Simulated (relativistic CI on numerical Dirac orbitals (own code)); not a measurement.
## Line list: Electric-dipole lines, Se X

Method of calculation: Dirac-Coulomb-Breit CI, KLI orbitals optimised for each configuration, model QED, unscaled Slater integrals (own radial code, finite nucleus).

Configurations in the expansion (outside the closed core [Ne]): 3s²3p⁶3d⁷, 3s²3p⁵3d⁸, 3s²3p⁴3d⁹, 3s²3p⁶3d⁶4s, 3s3p⁶3d⁸, 3s²3p⁶3d⁶4p, 3s²3p⁶3d⁵4s², 3s²3p⁶3d⁶4d, 3p⁶3d⁹, 3s²3p⁶3d⁵4s4p, 3s²3p⁶3d⁶4f, 3s²3p⁶3d⁶5s, 3s²3p⁶3d⁵4p², 3s²3p⁶3d⁶5p, 3s²3p⁶3d⁶5d, 3s²3p⁵3d⁷4s. Levels of other configurations are missing.

```csv
λ vac (Å),Lower,Upper,A (s⁻¹),gf,Branching (%)
106.03,3s²3p⁶3d⁷ ⁴F9/2 [1],3s²3p⁶3d⁶4p ⁴G°11/2 [133],3.28e+10,6.62e-01,89.6
106.54,3s²3p⁶3d⁷ ²G9/2 [7],3s²3p⁶3d⁶4p ²F°7/2 [200],1.36e+11,1.85e+00,83.2
107.09,3s²3p⁶3d⁷ ⁴F9/2 [1],3s²3p⁵3d⁸ ⁴D°7/2 [130],1.41e+11,1.95e+00,50.3
107.71,3s²3p⁶3d⁷ ⁴F7/2 [2],3s²3p⁵3d⁸ ⁴D°7/2 [130],6.34e+10,8.82e-01,22.5
108.01,3s²3p⁶3d⁷ ⁴F7/2 [2],3s²3p⁵3d⁸ ⁴D°5/2 [128],1.13e+11,1.18e+00,46.0
108.31,3s²3p⁶3d⁷ ⁴F5/2 [3],3s²3p⁵3d⁸ ⁴D°3/2 [129],1.01e+11,7.10e-01,52.8
108.41,3s²3p⁶3d⁷ ⁴F5/2 [3],3s²3p⁵3d⁸ ⁴D°5/2 [128],7.35e+10,7.78e-01,30.0
109.22,3s²3p⁶3d⁷ ⁴F9/2 [1],3s²3p⁶3d⁶4p ⁴D°7/2 [115],5.22e+10,7.47e-01,61.7
110.03,3s²3p⁶3d⁷ ⁴F5/2 [3],3s²3p⁶3d⁶4p ⁴D°3/2 [117],1.04e+11,7.58e-01,61.8
110.45,3s²3p⁶3d⁷ ⁴F3/2 [4],3s²3p⁶3d⁶4p ⁴D°1/2 [116],2.19e+11,8.01e-01,84.0
110.64,3s²3p⁶3d⁷ ⁴F7/2 [2],3s²3p⁵3d⁸ ⁴P°5/2 [110],7.58e+10,8.34e-01,53.7
111.02,3s²3p⁶3d⁷ ⁴F9/2 [1],3s²3p⁵3d⁸ ²G°9/2 [102],4.21e+10,7.77e-01,22.8
111.34,3s²3p⁶3d⁷ ⁴P5/2 [6],3s²3p⁵3d⁸ ⁴D°7/2 [130],5.80e+10,8.63e-01,20.6
111.40,3s²3p⁶3d⁷ ²H9/2 [14],3s²3p⁵3d⁸ ²H°9/2 [155],1.13e+11,2.11e+00,86.3
111.84,3s²3p⁶3d⁷ ²D5/2 [12],3s²3p⁵3d⁸ ²P°3/2 [135],2.22e+11,1.66e+00,70.4
112.44,3s²3p⁶3d⁷ ⁴F5/2 [3],3s²3p⁵3d⁸ ⁴F°3/2 [99],1.02e+11,7.70e-01,50.8
112.66,3s²3p⁶3d⁷ ⁴F7/2 [2],3s²3p⁵3d⁸ ⁴F°5/2 [94],9.01e+10,1.03e+00,44.6
112.77,3s²3p⁶3d⁷ ⁴F9/2 [1],3s²3p⁵3d⁸ ⁴F°7/2 [86],1.07e+11,1.64e+00,46.9
113.10,3s²3p⁶3d⁷ ⁴F5/2 [3],3s²3p⁵3d⁸ ⁴F°5/2 [94],6.41e+10,7.38e-01,31.7
113.46,3s²3p⁶3d⁷ ⁴F7/2 [2],3s²3p⁵3d⁸ ⁴F°7/2 [86],7.96e+10,1.23e+00,34.8
114.22,3s²3p⁶3d⁷ ⁴F9/2 [1],3s²3p⁵3d⁸ ⁴F°9/2 [78],1.57e+11,3.08e+00,78.0
114.87,3s²3p⁶3d⁷ ⁴F9/2 [1],3s²3p⁵3d⁸ ⁴D°7/2 [74],3.32e+10,5.25e-01,37.2
115.92,3s²3p⁶3d⁷ ²G9/2 [7],3s²3p⁵3d⁸ ²G°9/2 [102],1.08e+11,2.17e+00,58.4
116.12,3s²3p⁶3d⁷ ²H11/2 [13],3s²3p⁵3d⁸ ²H°11/2 [113],9.88e+10,2.40e+00,94.3
116.13,3s²3p⁶3d⁷ ²G7/2 [9],3s²3p⁵3d⁸ ²G°7/2 [103],9.44e+10,1.53e+00,63.7
624.09,3s²3p⁶3d⁶4s ⁶D9/2 [20],3s²3p⁶3d⁶4p ⁶F°11/2 [109],4.55e+09,3.19e+00,99.8
639.43,3s²3p⁶3d⁶4s ⁶D7/2 [21],3s²3p⁶3d⁶4p ⁶F°9/2 [108],3.78e+09,2.32e+00,73.3
640.95,3s²3p⁶3d⁶4s ⁴H13/2 [29],3s²3p⁶3d⁶4p ⁴I°15/2 [150],4.37e+09,4.31e+00,100.0
656.10,3s²3p⁶3d⁶4s ⁴D7/2 [25],3s²3p⁶3d⁶4p ⁴F°9/2 [119],3.32e+09,2.15e+00,35.3
700.65,3s²3p⁶3d⁶4s ⁶D9/2 [20],3s²3p⁶3d⁶4p ⁶D°9/2 [90],3.03e+09,2.23e+00,83.5
```

Terms are leading LS components. Brackets give the number of a level in order of energy, since labels repeat. The list gives strong lines, with weight on those to low levels, without lines whose two gauges differ by over a factor of 2.5, among the lowest 200 of 2674 levels, so that lines to higher ones, which can be the strongest, are missing. Levels whose partners in the same complex of configurations lie outside the list can be far off, and so can their lines. Rates are taken at the computed energies, electric ones in the length gauge.

At this charge energies of transitions that change n are usually good to better than 1 %, and those within a shell (Δn = 0) to a few per cent. Terms inside the open d or f shell come out 10 to 20 % too wide with unscaled integrals.
